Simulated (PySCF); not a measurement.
**In (indium, neutral) across methods**

[Kr] 4d10 5s1 5p2, high-spin 4P determinant (an excited configuration). Calculation: PySCF 2.14, in aug-cc-pVTZ-DK3; scalar relativity by spin-free X2C-1e. The B2PLYP total includes its PT2 part (frozen core); its orbital energies are those of the SCF part.

```json
{"method": "LDA", "E (hartree)": "-5874.69", "mean ε 4d β (eV)": "-19.919", "mean ε 5s α (eV)": "-9.942", "mean ε 5p α (eV)": "-3.785", "Σ⟨r²⟩ (bohr²)": "61.41", "⟨S²⟩": "3.751"}
{"method": "TPSS", "E (hartree)": "-5880.30", "mean ε 4d β (eV)": "-19.781", "mean ε 5s α (eV)": "-9.732", "mean ε 5p α (eV)": "-3.720", "Σ⟨r²⟩ (bohr²)": "61.36", "⟨S²⟩": "3.752"}
{"method": "B2PLYP", "E (hartree)": "-5879.88", "mean ε 4d β (eV)": "-24.508", "mean ε 5s α (eV)": "-12.076", "mean ε 5p α (eV)": "-5.207", "Σ⟨r²⟩ (bohr²)": "61.53", "⟨S²⟩": "3.752"}
{"method": "wB97X", "E (hartree)": "-5880.75", "mean ε 4d β (eV)": "-24.797", "mean ε 5s α (eV)": "-13.298", "mean ε 5p α (eV)": "-6.296", "Σ⟨r²⟩ (bohr²)": "61.44", "⟨S²⟩": "3.752"}
{"method": "PBE0", "E (hartree)": "-5880.23", "mean ε 4d β (eV)": "-22.179", "mean ε 5s α (eV)": "-10.975", "mean ε 5p α (eV)": "-4.555", "Σ⟨r²⟩ (bohr²)": "61.20", "⟨S²⟩": "3.752"}
{"method": "r2SCAN", "E (hartree)": "-5880.57", "mean ε 4d β (eV)": "-20.234", "mean ε 5s α (eV)": "-10.135", "mean ε 5p α (eV)": "-3.946", "Σ⟨r²⟩ (bohr²)": "60.75", "⟨S²⟩": "3.754"}
{"method": "UHF", "E (hartree)": "-5877.92557", "mean ε 4d β (eV)": "-28.485", "mean ε 5s α (eV)": "-14.159", "mean ε 5p α (eV)": "-6.748", "Σ⟨r²⟩ (bohr²)": "61.80", "⟨S²⟩": "3.754"}
{"method": "PBE", "E (hartree)": "-5880.14", "mean ε 4d β (eV)": "-19.772", "mean ε 5s α (eV)": "-9.714", "mean ε 5p α (eV)": "-3.709", "Σ⟨r²⟩ (bohr²)": "61.69", "⟨S²⟩": "3.752"}
{"method": "BLYP", "E (hartree)": "-5880.75", "mean ε 4d β (eV)": "-19.642", "mean ε 5s α (eV)": "-9.514", "mean ε 5p α (eV)": "-3.453", "Σ⟨r²⟩ (bohr²)": "62.06", "⟨S²⟩": "3.751"}
```
